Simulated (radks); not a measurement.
Q: These are the eigenvalues of the occupied orbitals of an atom or ion with whole-number occupations (hartree). Method: non-relativistic Kohn-Sham, LDA (Slater exchange, Perdew-Wang correlation), spin-unpolarised, spherical densities, point nucleus; computed with a radial shooting solver on a logarithmic mesh with Libxc functionals.

| orbital | eigenvalue |
|---|---|
| 1s | -161.0403 |
| 2s | -18.09265 |
| 2p | -15.12311 |
| 3s | -2.81734 |
| 3p | -2.04972 |
| 4p | -0.52482 |

Which element is it, and in what charge state? The configuration may be excited.

A: Z = 21, scandium, charge +2: Sc2+ in [Ar] 4p1. The list shows which subshells hold electrons but not how many an open one holds; the 1s level, -161.04 hartree, gives Z - s = 17.9 by -(Z - s)^2/2, which with screening narrows Z to a few neighbours, and the depths of the outer levels then fix element, charge and occupations together.
